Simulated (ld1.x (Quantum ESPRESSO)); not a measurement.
PBE TM semilocal dataset for tin (Sn), scalar-relativistic all-electron reference.

* Element: Sn
* Generator: ld1.x (Quantum ESPRESSO) 7.5
* Type: norm-conserving Troullier–Martins (semilocal form)
* Functional: PBE
* Relativity: scalar-relativistic
* Frozen core: [Ar] 3d10 4s2
* Valence charge: 20
* Reference configuration: 4p6 4d10 5s2 5p0 (charge +2)
* Partial waves: 5s (bound): rc 1.80 bohr; 4p (bound): rc 1.40 bohr; 4f channel at 0.05 Ry: rc 1.95 bohr; 4d (bound): rc 1.10 bohr
* Local potential: the d channel
* Core correction: none

* Cutoffs needed: 100 Ry and 160 Ry (the cutoffs (Ry, on a coarse ladder) from which the occupation-weighted sum of valence levels, in a spherical-Bessel basis at the reference potential, stays within 10 and 1 mRy of its value at 400 Ry)
* Ghost test: no extra level below or beside the all-electron valence levels (s, p, f, d tested); the semilocal form is local in each channel, so this says nothing of the separable form that plane-wave codes build from it (spherical-Bessel basis up to 400 Ry, 20 bohr box)
* Largest excitation error: +1465 meV (all-electron minus pseudo) for 4p6 4d10 5s0 5p4, out of 7 test configurations
